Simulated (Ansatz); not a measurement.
BH2(iPr) (C3H9B), relaxed as a singlet with RKS PBE0-D4/def2-SVP in Ansatz, starting from the GFN2-xTB geometry. Force threshold 0.02 eV/Å.

Another isomer (singlet) lies 1.23 eV lower at PBE0-D4/def2-TZVP; other spin states weren't run for this one.

Start:

```xyz
13

B     0.3067   -1.6195    0.1104
C     0.0682   -0.0804    0.3356
C    -1.3559    0.4086    0.0450
C     1.0828    0.8427   -0.3505
H     1.3857   -2.0221   -0.0953
H    -0.5819   -2.3727    0.2079
H     0.2254    0.0297    1.4226
H    -2.0884   -0.1930    0.5769
H    -1.5660    0.3388   -1.0201
H    -1.4797    1.4479    0.3462
H     0.9300    1.8790   -0.0517
H     2.1003    0.5576   -0.0955
H     0.9727    0.7834   -1.4314
```

(1) Estimate the energy that the relaxation releases and the steps that it takes.

(2) Does the start keep its bonding and symmetry?

(3) Predict the relaxed structure.

Answers

(1) 10.0 kJ/mol, in 7 steps; 14 s on 2 threads of Arm Neoverse V2 on a shared host. No frequencies were taken in this run, so the end may be a saddle point.

(2) By distances, no bond broke or formed. The bond that changes most is B1–H6, from 1.17 to 1.21 Å (atoms count from 1). Point group Cs at the start, Cs at the end, both within 0.05 Å.

(3) 
Cartesian coordinates in Å:
```
B 0.308 -1.600 0.139
C 0.053 -0.074 0.248
C -1.377 0.412 0.031
C 1.096 0.853 -0.368
H 1.434 -2.027 -0.003
H -0.594 -2.389 0.322
H 0.235 -0.088 1.362
H -2.110 -0.236 0.534
H -1.624 0.415 -1.044
H -1.521 1.441 0.398
H 0.990 1.889 -0.006
H 2.122 0.520 -0.148
H 0.988 0.882 -1.465
```
Bond lengths: 2 × C–C 1.53 Å; 1 × B–C 1.55 Å; 7 × C–H 1.10 to 1.13 Å; 2 × B–H 1.21 Å.
